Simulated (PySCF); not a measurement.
# Orbital energies and ionisation energy

Compound: C5H15GeN.
Structure used (PBE0-D3(BJ)/def2-SVP), in Å, numbered top down from 1:
```
atom  x, y, z in Å
C1    -1.444    1.028   -0.416
C2    -1.111    0.216    0.828
C3    -2.369   -0.233    1.560
C4    -0.238   -0.992    0.492
N5     1.030   -0.664   -0.122
C6     1.668   -1.803   -0.737
Ge7    2.133    0.548    0.731
H8    -2.068    0.435   -1.106
H9    -0.532    1.315   -0.960
H10   -2.001    1.942   -0.161
H11   -0.542    0.865    1.522
H12   -2.128   -0.782    2.484
H13   -2.976   -0.899    0.924
H14   -2.999    0.627    1.833
H15   -0.802   -1.632   -0.216
H16   -0.108   -1.608    1.412
H17    1.010   -2.233   -1.514
H18    1.910   -2.624   -0.027
H19    2.605   -1.506   -1.232
H20    2.345    0.192    2.226
H21    1.536    1.963    0.643
H22    3.476    0.492   -0.017
```

Level: PBE0/def2-SVPD (PySCF). Frontier orbitals with their largest atomic shares (Löwdin; up to four atoms above 4 %):

```csv
orbital,ε (eV),main atoms
HOMO−3,-9.36,"C1 19 %, C3 18 %, C2 15 %, H9 10 %"
HOMO−2,-9.29,"C2 20 %, C4 16 %, C1 14 %, C3 9 %"
HOMO−1,-8.85,"C2 19 %, C4 13 %, H11 11 %, Ge7 9 %"
HOMO,-6.17,?
LUMO,0.35,"Ge7 35 %, H21 9 %, H22 9 %, H20 8 %"
LUMO+1,0.66,"Ge7 41 %, H20 12 %, H21 10 %, H22 10 %"
LUMO+2,1.10,"C3 22 %, Ge7 10 %, H14 9 %, H13 9 %"
```

Problem. What vertical ionisation energy does ΔSCF give, and how far is −ε(HOMO) from it?

Solution. ΔSCF: 7.92 eV (764 kJ/mol; threshold wavelength 156 nm); ⟨S²⟩ of the doublet left behind is 0.756, against 0.75 for a pure doublet. −ε(HOMO) is 6.17 eV, 1.75 eV below it. For the exact functional −ε(HOMO) would equal the first vertical ionisation energy; PBE0 (global hybrid, 25 % exact exchange) falls short of its own ΔSCF value by 22 %.

Problem. On which atoms does the HOMO lie?

Solution. N5 (nitrogen bonded to 2 C and Ge) 55 %, C6 (N-methyl carbon) 9 %, C4 (sp3 carbon bound to nitrogen) 8 %, Ge7 (germanium bonded to N and 3 H) 6 %, so more than half of it is on one atom. The HOMO−1 lies 2.68 eV lower.

Problem. What total energies stand behind the ΔSCF value?

Solution. E(N) = -2330.30532 Eh and E(N − 1) = -2330.01417 Eh at the same geometry, 0.29115 Eh apart.

Problem. What kinetic energy would electrons from this vertical process carry with He I light (21.218 eV)?

Solution. 21.22 − 7.92 = 13.30 eV.

Problem. Shift the occupied levels rigidly so that −ε(HOMO) equals the ΔSCF value. What binding energies result?

Solution. The shift is +1.75 eV: HOMO 7.92, HOMO−1 10.60, HOMO−2 11.04, HOMO−3 11.11 eV. A rigid shift is only a rough guide to the deeper ionisations.

The structure is a single PBE0-D3(BJ)/def2-SVP conformer in the gas phase; no vibrational or solvent corrections. The calculation is non-relativistic, for germanium too.

These values come from a run that also computed excited states and ΔSCF ions. Hardware: one thread of an Intel Xeon Platinum 8259CL at 2.50 GHz, shared host with 96 logical CPUs at a one-minute load of 43. Cost: 3.0 min of wall time (grids of density and orbitals included), 1.1 GiB resident at most.
